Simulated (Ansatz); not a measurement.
`C[N](C)[InH2]` → `[CH2]` (triplet) + `C[NH][InH2]`  (formal loss of a carbene)

Gas-phase electronic energies from Ansatz, PBE0-D4/def2-TZVP geometries. CCSD(T)/CBS is the MP2 limit (def2-TZVPP, def2-QZVPP) plus CCSD(T) − MP2 in def2-TZVPP, frozen cores. This one scheme is used for every species. DFT in def2-TZVPP. Triplets are unrestricted, without spin–orbit coupling. Elements past krypton have def2 core potentials. For In outer-core shells are correlated without core-valence functions, which leaves a few kJ/mol of doubt a bond.

`C[N](C)[InH2]`:

```xyz
12

C    -1.307   -0.108   -0.553
N     0.016    0.021   -0.005
C     0.353   -1.066    0.874
In    1.261    1.553   -0.425
H    -1.541    0.728   -1.216
H    -1.420   -1.037   -1.135
H    -2.075   -0.133    0.236
H     0.315   -2.038    0.356
H     1.361   -0.946    1.279
H    -0.342   -1.133    1.726
H     0.602    2.707   -1.504
H     2.776    1.452    0.366
```

`[CH2]` (triplet):

```xyz
3

C     0.255    0.085    0.063
H    -0.498    0.513    0.708
H     0.243   -0.598   -0.771
```

`C[NH][InH2]`:

Z-matrix (Å, degrees):
```
C
N 1 1.443
H 1 1.098 2 112.6
H 1 1.093 2 110.1 3 119.2
H 1 1.098 2 112.6 3 -121.6
In 2 2.011 1 128.0 3 -119.2
H 2 1.008 1 112.6 3 60.8
H 6 1.711 2 115.1 1 180.0
H 6 1.713 2 113.8 1 -0.0
```

CCSD(T)/CBS gives +4.25 eV.

Problem. Another level gave +4.21 eV. Which?
A. PBE0/def2-TZVPP
B. revPBE-D4/def2-TZVPP
C. BHLYP-D4/def2-TZVPP
D. r2SCANh-D4/def2-TZVPP

Solution. B. revPBE-D4 4.21, r2SCANh-D4 3.99, BHLYP-D4 4.05, PBE0 4.15 eV.

Largest T1 diagnostic among the species: 0.017.

From BLYP to BHLYP (50 % exact exchange), in def2-TZVPP and without D4, ΔE moves by −0.08 eV. Leaving LDA and LC-ωPBE aside and taking each functional with its dispersion term where it has one, the values, not all of them listed here, spread over 0.39 eV, from r2SCAN0-D4 to ωB97X-V. LDA lies +0.81 eV from PBE without D4.
